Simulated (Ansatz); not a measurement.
A nudged elastic band was laid between two geometries of C$_{2}$H$_{4}$OSi (8 atoms, charge 0, multiplicity 1).

All numbers below come from RKS revPBE-D4/def2-SVP (Ansatz 0.2.0).

- movable images: 5
- climbing image: yes
- spring: 5.0 eV/Å²
- optimiser: quadratic models (default)
- start path: IDPP
- force threshold: 0.05 eV/Å
- iteration limit: 60
- end points: relaxed

Image 0:

```xyz
8
Properties=species:S:1:pos:R:3
O -0.251 0.492 2.240
C -0.239 0.313 1.046
C 0.588 0.687 -0.137
Si -0.500 -0.896 -0.447
H 1.680 0.839 -0.034
H 0.104 1.490 -0.734
H -1.457 -0.743 -1.594
H 0.168 -2.239 -0.395
```

Image 6:

```xyz
8
Properties=species:S:1:pos:R:3
O -0.250 0.490 2.239
C -0.239 0.311 1.045
C 0.587 0.689 -0.138
Si -0.497 -0.897 -0.448
H 1.679 0.840 -0.034
H 0.103 1.493 -0.733
H 0.168 -2.241 -0.397
H -1.459 -0.743 -1.591
```

Task: What changes between the two ends?

Result: No bond is made or broken. The dihedral O1–C2–Si4–H8 goes from -49 to 121°. The two ends are copies of one structure, up to a mirror image or an exchange of like atoms.

Task: Give the energies along the band, and the barrier.

Result: It converged. The highest image is number 2 of 0 to 6, 13.8 kcal/mol above the ends, which have the same energy within 2 meV. A vibrational analysis at the climbing image gives one clearly imaginary mode, 117i cm⁻¹: a first-order saddle point.

| image | path coordinate (Å) | energy (kcal/mol) | dihedral O1–C2–Si4–H8 (°) |
| --- | --- | --- | --- |
| 0 | 0.00 | 0.0 | -49 |
| 1 | 0.83 | 5.8 | -49 |
| 2 | 1.66 | 13.8 | -78 |
| 3 | 2.89 | 12.0 | -38 |
| 4 | 4.12 | 7.9 | 11 |
| 5 | 5.36 | 0.3 | 41 |
| 6 | 6.60 | 0.0 | 121 |

Task: What is the geometry of the highest image?

Result: 
```xyz
8
Properties=species:S:1:pos:R:3
O 0.131 0.140 2.422
C 0.195 0.463 1.308
C 0.285 0.755 -0.018
Si -1.040 -1.070 -0.575
H 1.301 0.702 -0.448
H -0.352 1.589 -0.360
H -0.640 -0.677 -2.019
H 0.212 -1.959 -0.365
```

Task: What are the harmonic wavenumbers there?

Result: 117i, 79, 251, 354, 454, 495, 597, 727, 761, 923, 964, 1077, 1327, 1938, 1950, 2200, 3060, 3156 cm⁻¹.

The run took 5.4 min on 1 thread of Arm Neoverse V1, with other jobs on the host, peak memory 0.14 GiB.
